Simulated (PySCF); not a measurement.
From orbital energies to excitation energies

Compound: MoO2(NH2)2 (singlet state).
SMILES: `[NH2][Mo]([NH2])(=[O])=[O]`

Computed, not measured: PySCF, TDDFT CAM-B3LYP/def2-SVPD, vertical, gas phase, core orbitals frozen in the response, def2 core potentials past Kr. Geometry: PBE0-D3(BJ)/def2-SVP; no solvent, vibrations or thermal averaging. Spin–orbit coupling is left out.

Orbital energies (eV): HOMO-3 -11.11, HOMO-2 -10.30, HOMO-1 -10.19, HOMO -9.14, LUMO -0.81, LUMO+1 -0.61, LUMO+2 0.32.

Problem. Among the lowest singlets, which states do these configurations lead, and at what energies: HOMO-1→LUMO, HOMO-2→LUMO, HOMO-2→LUMO+1, HOMO→LUMO+1, HOMO→LUMO+2, HOMO→LUMO, HOMO-1→LUMO+1?

Solution. 

```tsv
state	leading configuration	weight	Δε (eV)	E (eV)	E − Δε (eV)	f	other configurations
S1	HOMO→LUMO	0.98	8.33	4.51	-3.82	0.0026	–
S2	HOMO-2→LUMO	0.95	9.49	4.80	-4.68	0.0003	–
S3	HOMO-1→LUMO	0.95	9.38	5.11	-4.27	0.0001	–
S4	HOMO→LUMO+1	0.88	8.53	5.21	-3.32	0.137	–
S5	HOMO-2→LUMO+1	0.83	9.69	5.55	-4.14	0.0039	H-3→L (15%)
S6	HOMO-1→LUMO+1	0.64	9.58	5.78	-3.80	0.0079	H→L+3 (28%)
S10	HOMO→LUMO+2	0.80	9.46	6.33	-3.14	0.015	–
```

E − Δε runs from -4.68 to -3.14 eV. By orbital difference alone the order would be S1, S4, S3, S10, S2, S6, S5. Δε is the difference of the two orbital energies.

H and L stand for HOMO and LUMO. The other states: S7 6.08 eV, f 0.023, H→L+3 (66%), H-1→L+1 (25%); S8 6.29 eV, f 0.0080, H→L+4 (50%), H-3→L+1 (33%); S9 6.29 eV, f 0.020, H-3→L+1 (54%), H→L+4 (37%).

Problem. Which computed triplets share their leading configuration (75% or more) with a singlet, and how far apart are the partners?

Solution. 

```json
{"configuration": "HOMO→LUMO+1", "triplet": "T1", "E(T) (eV)": "4.04", "singlet": "S4", "E(S) (eV)": "5.21", "E(S) − E(T) (eV)": "+1.17"}
{"configuration": "HOMO→LUMO", "triplet": "T2", "E(T) (eV)": "4.17", "singlet": "S1", "E(S) (eV)": "4.51", "E(S) − E(T) (eV)": "+0.33"}
{"configuration": "HOMO-2→LUMO", "triplet": "T3", "E(T) (eV)": "4.43", "singlet": "S2", "E(S) (eV)": "4.80", "E(S) − E(T) (eV)": "+0.37"}
{"configuration": "HOMO-1→LUMO", "triplet": "T4", "E(T) (eV)": "4.86", "singlet": "S3", "E(S) (eV)": "5.11", "E(S) − E(T) (eV)": "+0.25"}
```

The 4 triplets are Tamm–Dancoff values, the singlets full response.

Summed over the main configurations (up to three a state, each over 8%) of all 10 singlets, the electron leaves HOMO with weight 4.45, HOMO-1 with weight 1.85, HOMO-2 with weight 1.77 and HOMO-3 with weight 1.02.

The vertical ionisation energy (ΔSCF) is 9.88 eV, 3.56 eV above S10.
